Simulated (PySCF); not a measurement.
Quadrupolar nuclei of `CCCC[SiH2]C(Cl)Cl` in NMR

Compound: C₅H₁₂Cl₂Si.
Geometry (GFN2-xTB, Å), atoms numbered from 1 in this order:
```xyz
20
C5H12Cl2Si angstrom
C     -3.3568    0.0296   -0.1258
C     -2.0111    0.3482    0.5138
C     -0.8465   -0.1602   -0.3332
C      0.5064    0.1552    0.3024
Si     1.9611   -0.4700   -0.7351
C      3.5859    0.0002    0.1901
Cl     3.6829    1.7629    0.3691
Cl     3.6064   -0.7663    1.7903
H     -3.4766   -1.0450   -0.2456
H     -4.1729    0.3989    0.4905
H     -3.4311    0.4935   -1.1069
H     -1.9174    1.4287    0.6438
H     -1.9621   -0.1090    1.5046
H     -0.9431   -1.2395   -0.4668
H     -0.8971    0.2937   -1.3248
H      0.5424   -0.2896    1.2999
H      0.5884    1.2356    0.4441
H      1.9871   -1.9293   -0.8574
H      2.0501    0.1832   -2.0431
H      4.4990   -0.3101   -0.3128
```

Computed at PBE0/pcSseg-1 (PySCF, non-relativistic):

```csv
atom,environment,nucleus,spin I,Q (b),CQ = χzz (MHz),η
Cl7,alkyl chlorine,35Cl,3/2,-0.0817,-77.704,0.050
```

Question: PQ = |CQ|√(1 + η²/3), νQ = 3|CQ|/[2I(2I − 1)], ν0 = |g|·7.62259 MHz/T·B with g(35Cl) = 0.54792: values at 9.4 T?

Answer: 
```tsv
atom	PQ (MHz)	νQ (MHz)	ν0 (MHz)	νQ/ν0
Cl7	77.74	38.85	39.26	0.990
```

For Cl7: PQ = 77.70 × 1.0004, νQ = 77.70 × 0.5000, ν0 = 4.1765 MHz/T × 9.4 T.

For Cl7 νQ isn't small against ν0, so the high-field expansions of solid-state NMR fail there at this field.

Question: Take a correlation time of 8 ps, isotropic tumbling and extreme narrowing. What quadrupolar relaxation rates and linewidths follow?

Answer: Rate = (3π²/10) PQ² τc (2I + 3)/[I²(2I − 1)], the same for T1 and T2; width = rate/π.

```json
{"site": "35Cl at Cl7", "spin factor (2I + 3)/[I²(2I − 1)]": "1.333", "1/T1 (s⁻¹)": "191000", "T1 (ms)": "0.00524", "linewidth (Hz)": "60800"}
```

The couplings are those of the rigid, isolated species; surroundings and motion change them. GFN2-xTB bond lengths can be off by several hundredths of an ångström, more for odd bonds, and the gradients follow them. The basis is small and wasn't made for field gradients, so the couplings can be 20 % off.

One conformer stands for the species.
